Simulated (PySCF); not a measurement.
Q: What does the PBE0-D3(BJ)/def2-SVP structure of InChI=1S/C9H8ClN/c1-8(10)7-11-9-5-3-2-4-6-9/h2-7H,1H2/b11-7+ look like in three dimensions?

A: 
```
atom  x, y, z in Å
C1     4.005   -0.469   -1.001
C2     3.129    0.214   -0.250
Cl3    3.653    1.407    0.880
C4     1.686   -0.016   -0.343
N5     0.838    0.631    0.346
C6    -0.522    0.333    0.262
C7    -1.014   -0.979    0.165
C8    -2.386   -1.209    0.100
C9    -3.282   -0.141    0.124
C10   -2.798    1.163    0.234
C11   -1.431    1.400    0.321
H12    3.642   -1.218   -1.708
H13    5.080   -0.297   -0.926
H14    1.396   -0.792   -1.077
H15   -0.317   -1.820    0.177
H16   -2.758   -2.235    0.038
H17   -4.358   -0.326    0.072
H18   -3.496    2.004    0.265
H19   -1.034    2.411    0.426
```

Orientation and origin are arbitrary. Atoms count from 1 in this order. N5 (imine nitrogen) is bent (angle 120.7°). The 8 C–C bonds span 1.341 Å (C1=C2, drawn double) to 1.464 Å (C2–C4, drawn single), a spread of 0.123 Å. Of the pairs four or more bonds apart, C7···H14 is among the closest relative to their van der Waals radii: 2.72 Å, 94 % of the sum of Bondi's values. The C–N distances run from 1.270 Å (C4=N5, drawn double) to 1.394 Å (N5–C6, drawn single), a spread of 0.124 Å.

Bonds between heavy atoms (Å): C1=C2 1.341, C2–Cl3 1.725, C2–C4 1.464, C4=N5 1.270, N5–C6 1.394, C6–C7 1.405, C7–C8 1.392, C8–C9 1.394, C9–C10 1.396, C10–C11 1.390, C6–C11 1.403.

Method used: PySCF, PBE0-D3(BJ)/def2-SVP geometry optimisation, gas phase.

Point group: C1 (no symmetry element, even within 0.4 Å). Not checked by PBE0-D3(BJ)/def2-SVP frequencies. The numbers are those of one conformer (C1–C2–C4–N5 -179°, C4–N5–C6–C7 39°).
